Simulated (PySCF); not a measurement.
UHF on Tl²⁺ (thallium, charge +2)

Configuration: [Xe] 4f14 5d10 6s1, 2S determinant. All numbers are calculated (PySCF 2.14, scalar relativity through the core potential, in aug-cc-pV5Z-PP with ECP60MDF (8s8p6d4f3g2h, 139 functions)).

```json
{"Total energy": "-170.656559 hartree", "One-electron energy": "-288.1044 hartree", "Hartree (Coulomb) energy": "131.0534 hartree", "Exchange energy": "-13.6055 hartree", "⟨S²⟩": "0.7512", "⟨L²⟩": "0.000", "Sum of ⟨r⟩": "24.10 bohr", "Sum of ⟨r²⟩": "36.44 bohr²", "Time after the integrals": "2 s of wall time on 2 threads of Neoverse-V2 (shared host)"}
```

| shell | electrons | mean orbital energy (hartree) | rms radius, mean of both spins (bohr) |
| --- | --- | --- | --- |
| 5s α | 1 | -6.29657 | 0.952 |
| 5s β | 1 | -6.28569 | 0.952 |
| 5p α | 3 | -4.12157 | 1.09 |
| 5p β | 3 | -4.11843 | 1.09 |
| 5d α | 5 | -1.49346 | 1.46 |
| 5d β | 5 | -1.47898 | 1.46 |
| 6s α | 1 | -1.04419 | 2.48 |

Energies and moments cover only the electrons outside the core potential. Spin-orbit coupling, which splits the p, d and f shells strongly at this Z, is absent.
